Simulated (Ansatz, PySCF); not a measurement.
Spin states of CoHO (SMILES [OH][Co]), each relaxed with B3LYP-D3(BJ)/def2-TZVP.
State 1 (charge 0, multiplicity 3):
```xyz
3

Co    -0.892    -0.650    -0.783
O      0.425    -0.129     0.287
H      0.434     0.827     0.425
```
State 2 (charge 0, multiplicity 1):
```xyz
3

Co    -0.868    -0.628    -0.761
O      0.417    -0.143     0.279
H      0.419     0.818     0.412
```

Singlets are restricted, other states unrestricted; no spin–orbit coupling, no relativity up to Kr; see below for the cores. The largest T1 diagnostic is 0.082.

Programs: Ansatz (a first-principles code) with Gaussian orbitals; PySCF for the dispersion terms. Values without a source in brackets are computed.

Problem. Predict the energy of the multiplicity-1 state less that of the multiplicity-3 state from PBE-D3(BJ)/def2-TZVPP.

Solution. 39.4 kcal/mol

Problem. What energy of the multiplicity-1 state less that of the multiplicity-3 state does PBE0-D3(BJ)/def2-TZVPP give?

Solution. 52.9 kcal/mol

Problem. Give the energy of the multiplicity-1 state less that of the multiplicity-3 state at the level BLYP-D4/def2-TZVPP.

Solution. 38.1 kcal/mol

Doubts at one or more of the structures used: a spin-contaminated determinant (PBE0-D3(BJ)/def2-TZVPP).
